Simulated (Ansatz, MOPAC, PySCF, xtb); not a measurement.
Potential energy curve for GeNa (anion, charge -1), lowest singlet found (which spin is the ground state isn't settled by this scan).

RKS-B3LYP/6-31G* = restricted B3LYP/6-31G*, spherical d run with PySCF; PM7, restricted, heats of formation (MOPAC); GFN1-xTB (xtb); FCI = Ansatz (an electronic-structure program) with full CI/aug-cc-pVDZ, cores with 3d frozen.

Energies relative to the lowest point of each curve between 2.40 and 3.62 Å, where full CI is lowest, in kJ/mol; the last columns give the difference from FCI:

| R / Å | RKS-B3LYP/6-31G* | PM7 | GFN1-xTB | FCI | RKS-B3LYP/6-31G* − FCI | PM7 − FCI | GFN1-xTB − FCI |
|---|---|---|---|---|---|---|---|
| 2.06 | 167.3 | 124.1 | 198.4 | 203.4 | -36.1 | -79.2 | -4.9 |
| 2.21 | 89.8 | 44.6 | 63.1 | 118.3 | -28.5 | -73.8 | -55.2 |
| 2.40 | 34.2 | 3.4 | 6.4 | 53.7 | -19.5 | -50.3 | -47.4 |
| 2.47 | 22.1 | 0.0 | 0.7 | 38.5 | -16.4 | -38.5 | -37.8 |
| 2.58 | 9.3 | 3.7 | 0.0 | 21.1 | -11.8 | -17.4 | -21.1 |
| 2.73 | 1.0 | 21.7 | 8.0 | 7.2 | -6.2 | 14.5 | 0.8 |
| 2.78 | 0.0 | 30.1 | 12.0 | 4.4 | -4.4 | 25.7 | 7.5 |
| 2.89 | 0.0 | 51.4 | 21.9 | 0.8 | -0.8 | 50.6 | 21.0 |
| 2.96 | 1.3 | 66.4 | 28.8 | 0.0 | 1.3 | 66.4 | 28.8 |
| 3.08 | 5.0 | 93.8 | 41.1 | 0.5 | 4.5 | 93.3 | 40.6 |
| 3.25 | 12.6 | 134.1 | 59.0 | 4.2 | 8.4 | 129.9 | 54.8 |
| 3.41 | 21.1 | 171.6 | — | 9.7 | 11.4 | 161.9 | — |
| 3.62 | 32.6 | 218.1 | — | 18.3 | 14.4 | 199.8 | — |
| 3.87 | 45.9 | — | — | 29.2 | 16.7 | — | — |
| 4.14 | 58.7 | — | — | 40.6 | 18.0 | — | — |
| 4.56 | 74.8 | — | — | 56.4 | 18.4 | — | — |
| 5.11 | 89.6 | — | — | 72.4 | 17.2 | — | — |
| 5.60 | 98.3 | — | — | 82.7 | 15.6 | — | — |

RKS-B3LYP/6-31G* is furthest from FCI at 2.06 (-36.1 kJ/mol, below); its mean absolute difference over the points is 13.9 kJ/mol.

PM7 is furthest from FCI at 3.62 (199.8 kJ/mol, above); its mean absolute difference over the points is 77.0 kJ/mol.

GFN1-xTB is furthest from FCI at 2.21 (-55.2 kJ/mol, below); its mean absolute difference over the points is 29.1 kJ/mol.

Dashes: no converged value, or the column stops at the first point that the program doubted or that broke a chosen test of continuity, which isn't proof of a fault.

The scan ran from 2.06 to 9.73 Å; beyond the distances shown full CI changes its symmetry label. The restricted form behind RKS-B3LYP/6-31G*, PM7 keeps the bonding electrons paired and can't separate into open-shell fragments. Where the anion isn't bound against loss of the electron, the finite basis alone holds it. Also computed but left out beside FCI, since their determinant holds another spin at the minimum (<S²> over 0.7 above the pure value): UHF, UMP2, UCCSD, UCCSD(T), UCCSDT, UCCSDT(Q), UKS-PBE0, UKS-PBE, UKS-B3LYP/6-31G*, UKS-M06-2X/6-31G*, UKS-BP86/6-31G*, UKS-LDA (SVWN5)/6-31G*.
